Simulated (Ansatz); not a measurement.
B13N13H30⁻, a nanocrystal cut from zinc blende BN (hydrogen-capped). The state is a doublet with charge -1. Geometry PBE-D4/def2-SVP, that of the neutral singlet; atoms count from 1.

```xyz
56

B     1.078    0.959   -1.376
B    -0.908    2.503   -0.652
B    -1.057    1.223   -2.880
B    -0.562   -1.023   -1.615
B    -2.538    0.533   -0.890
B     1.273    2.260    0.887
B     3.215    0.746    0.134
B     1.540   -1.258   -0.132
B     1.733    0.056    2.123
B    -0.393    0.253    0.597
B    -2.057   -1.767    0.400
B     0.032   -2.000    1.875
B    -0.117   -3.282   -0.353
N    -0.089    1.939   -1.830
N     2.026    1.703   -0.338
N     0.097    3.207    0.370
N     0.406   -0.261   -0.617
N    -1.522    1.247    0.096
N    -1.690    0.004   -2.064
N    -1.224   -2.226   -0.814
N    -3.147   -0.715   -0.104
N     0.588    1.012    1.585
N     2.477   -0.461    0.876
N     0.828   -2.455    0.635
N     1.012   -1.179    2.831
N    -1.057   -0.977    1.344
H     1.724    0.601   -2.348
H    -1.779    3.308   -0.969
H    -0.406    0.799   -3.831
H    -1.950    2.003   -3.221
H     0.026   -1.451   -2.596
H    -3.454    1.284   -1.213
H     1.971    2.890    1.677
H     3.829    0.327   -0.842
H     3.938    1.346    0.933
H     2.203   -1.694   -1.060
H     2.443    0.626    2.948
H    -2.628   -2.670    1.004
H    -0.481   -2.910    2.519
H     0.526   -3.668   -1.325
H    -0.655   -4.206    0.263
H     0.327    2.705   -2.376
H     2.513    2.461   -0.833
H     0.515    4.026   -0.093
H    -0.415    3.623    1.161
H    -2.076    1.611    0.885
H    -2.291   -0.460   -2.758
H    -1.809   -2.765   -1.465
H    -3.810   -1.202   -0.725
H    -3.745   -0.403    0.675
H     0.084    1.370    2.409
H     3.252   -1.078    1.153
H     1.547   -3.140    0.903
H     1.735   -1.821    3.188
H     0.523   -0.879    3.687
H    -1.601   -0.668    2.163
```

Single mean-field runs in def2-TZVP are fitted with def2-universal-jkfit. The highest occupied level of the charge -1 doublet lies above zero (up to 1.21 eV). Energy differences put its binding near zero (-0.04 eV; vertical, to the charge 0 singlet, at PBE0-D4/def2-TZVP), which leaves it undecided.

(1) Estimate the Mulliken populations of the heavy atoms from the PBE0/def2-TZVP orbitals of Ansatz.

(2) Where does the spin sit?

(3) And the Mayer bond orders between bonded heavy atoms (over 0.3)?

Results:

(1) 
| atom | charge (e) | spin (α − β) |
| --- | --- | --- |
| B1 | -0.29 | 0.11 |
| B2 | -0.22 | 0.06 |
| B3 | -0.30 | 0.00 |
| B4 | -0.29 | 0.11 |
| B5 | -0.22 | 0.06 |
| B6 | -0.22 | 0.06 |
| B7 | -0.30 | 0.00 |
| B8 | -0.29 | 0.11 |
| B9 | -0.22 | 0.06 |
| B10 | -0.88 | -0.34 |
| B11 | -0.22 | 0.06 |
| B12 | -0.22 | 0.06 |
| B13 | -0.30 | 0.00 |
| N14 | 0.00 | 0.01 |
| N15 | 0.00 | 0.01 |
| N16 | -0.18 | -0.03 |
| N17 | 0.30 | 0.06 |
| N18 | 0.13 | 0.02 |
| N19 | 0.00 | 0.01 |
| N20 | 0.00 | 0.01 |
| N21 | -0.18 | -0.03 |
| N22 | 0.13 | 0.02 |
| N23 | 0.00 | 0.01 |
| N24 | 0.00 | 0.01 |
| N25 | -0.18 | -0.03 |
| N26 | 0.13 | 0.02 |
Mulliken values and Mayer orders depend strongly on the basis.

(2) Summed by element: B 0.40, N 0.06, H 0.54, of 1 unpaired in all. Largest on single atoms: B10 -0.34, H56 0.12, H46 0.12.

(3) B1–N14 0.86 (1.59 Å); B1–N15 0.86 (1.59 Å); B1–N17 0.68 (1.59 Å); B2–N14 0.90 (1.54 Å); B2–N16 0.85 (1.60 Å); B2–N18 0.82 (1.59 Å); B3–N14 0.80 (1.60 Å); B3–N19 0.80 (1.60 Å); B4–N17 0.68 (1.59 Å); B4–N19 0.86 (1.59 Å); B4–N20 0.86 (1.59 Å); B5–N18 0.82 (1.59 Å); B5–N19 0.90 (1.54 Å); B5–N21 0.85 (1.60 Å); B6–N15 0.90 (1.54 Å); B6–N16 0.85 (1.60 Å); B6–N22 0.82 (1.59 Å); B7–N15 0.80 (1.60 Å); B7–N23 0.80 (1.60 Å); B8–N17 0.68 (1.59 Å); B8–N23 0.86 (1.59 Å); B8–N24 0.86 (1.59 Å); B9–N22 0.82 (1.59 Å); B9–N23 0.90 (1.54 Å); B9–N25 0.85 (1.60 Å); B10–N17 0.96 (1.54 Å); B10–N18 1.29 (1.59 Å); B10–N22 1.29 (1.59 Å); B10–N26 1.29 (1.59 Å); B11–N20 0.90 (1.54 Å); B11–N21 0.85 (1.60 Å); B11–N26 0.82 (1.59 Å); B12–N24 0.90 (1.54 Å); B12–N25 0.85 (1.60 Å); B12–N26 0.82 (1.59 Å); B13–N20 0.80 (1.60 Å); B13–N24 0.80 (1.60 Å).
